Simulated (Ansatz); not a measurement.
```yaml
crystal:
  periodic: [false, false, false]
  atoms:
    - {symbol: N, position_ang: [-0.856776, 0.982457, -0.023003]}
    - {symbol: Si, position_ang: [0.180150, -0.273098, 0.225673]}
    - {symbol: O, position_ang: [-0.223527, -0.789821, 1.772403]}
    - {symbol: Zn, position_ang: [1.232769, 0.479722, -3.249266]}
    - {symbol: H, position_ang: [-1.616103, 0.845173, -0.456706]}
    - {symbol: H, position_ang: [-0.367222, 1.450768, 0.201789]}
    - {symbol: H, position_ang: [1.778950, -0.028302, 0.239008]}
    - {symbol: H, position_ang: [-0.137783, -1.813380, 1.721396]}
    - {symbol: H, position_ang: [-0.088437, -1.575068, -0.866761]}
basis:
  gaussian: {orbitals: cc-pVTZ}
hamiltonian: {xc: {name: SVWN5}}
```

```sh
$ ansatz run in.yaml --threads 4 --pin off --events-out ev --progress --plain --max-ram 10444MiB
```

Shortened log:

```
Functional definition: SVWN5
1427 factors; their error is unknown
mean field evaluation 1: about -59758.6705 eV, gradient 1.1e2 eV
mean field evaluation 2: about -59520.5291 eV, gradient 2.8e2 eV
mean field evaluation 4: about -59773.9238 eV, gradient 4.3e1 eV
mean field evaluation 8: about -59777.4239 eV, gradient 1.3e0 eV
mean field evaluation 16: about -59777.3747 eV, gradient 1.7e-3 eV
mean field -59777.37465938 eV, -2196.7780001724 hartree, gradient 5.7e-5 eV, S^2 0.000000; 0 other end points of the search recorded, 0 dependent functions left out
reference -59777.37470447 eV, -2196.7780018295 hartree; 32, 32 occupied and 200, 200 virtual orbitals, 1427 factors
Total energy: -59777.37470447 eV, -2196.7780018295 hartree
```

Run time 0.8 s (4 threads of an Intel Xeon 6975P-C on a shared host); peak host memory 0.43 GiB.
